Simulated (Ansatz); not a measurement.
One change: `[GeH3][SeH]` becomes `[SeH][SnH3]`.

Ansatz, PBE0-D4/def2-TZVP geometries, multiplicity 1. 

Elements past krypton have def2 core potentials. Scalar relativity is left out up to krypton.

| property | `[GeH3][SeH]` |
| --- | --- |
| zero-point energy (PBE0-D4/def2-TZVP) / kJ/mol | 81.8 |
| ideal-gas entropy at 298 K and 1 bar (rigid rotor, harmonic PBE0-D4/def2-TZVP) / J/(mol·K) | 301 |
| size of the dipole moment (PBE/def2-TZVPP) / D | 1.03 |
| size of the dipole moment (B3LYP/def2-TZVPP) / D | 1.07 |
| HOMO–LUMO gap (PBE0/def2-TZVPP) / eV | 6.63 |
| LUMO energy (PBE0/def2-TZVPP) / eV | -0.33 |

Question: What does the change do to each property? (Best estimate.)

Answer: Ansatz gave: 
```json
{"property": "zero-point energy (PBE0-D4/def2-TZVP) / kJ/mol", "`[SeH][SnH3]`": "73.5", "shift": "-8.3"}
{"property": "ideal-gas entropy at 298 K and 1 bar (rigid rotor, harmonic PBE0-D4/def2-TZVP) / J/(mol·K)", "`[SeH][SnH3]`": "315", "shift": "14"}
{"property": "size of the dipole moment (PBE/def2-TZVPP) / D", "`[SeH][SnH3]`": "1.19", "shift": "0.16"}
{"property": "size of the dipole moment (B3LYP/def2-TZVPP) / D", "`[SeH][SnH3]`": "1.25", "shift": "0.18"}
{"property": "HOMO–LUMO gap (PBE0/def2-TZVPP) / eV", "`[SeH][SnH3]`": "6.14", "shift": "-0.49"}
{"property": "LUMO energy (PBE0/def2-TZVPP) / eV", "`[SeH][SnH3]`": "-0.79", "shift": "-0.46"}
```

Dipoles are sizes alone; their direction can turn.

B3LYP here is the variant with VWN-RPA as its local correlation; programs differ in this.

Spin–orbit coupling is left out; it splits and shifts lone-pair levels of the heavy atoms by tenths of an eV.
